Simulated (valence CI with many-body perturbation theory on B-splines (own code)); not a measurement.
**Which ion has this spectrum?**

A relativistic CI+MBPT calculation for an atom or ion with 7 electrons gives these levels (cm⁻¹):

| J | Parity | E | g |
| --- | --- | --- | --- |
| 3/2 | odd | 0.0 | 2.00 |
| 5/2 | odd | 26948 | 1.20 |
| 3/2 | odd | 26978 | 0.80 |
| 1/2 | odd | 40640 | 0.67 |
| 3/2 | odd | 40667 | 1.33 |
| 5/2 | even | 119850 | 1.60 |
| 3/2 | even | 120002 | 1.73 |
| 1/2 | even | 120097 | 2.67 |
| 5/2 | even | 166124 | 1.20 |
| 3/2 | even | 166130 | 0.80 |
| 1/2 | even | 185097 | 2.67 |
| 3/2 | even | 185202 | 1.73 |
| 5/2 | even | 185358 | 1.60 |
| 1/2 | even | 188771 | 0.67 |

The energies are calculated, with errors of about 110 cm⁻¹, more in some levels.

Which is it?
A. F2+
B. O+
C. Na4+
D. N

B. O+, ground level 2s2 2p3 4S°_3/2.
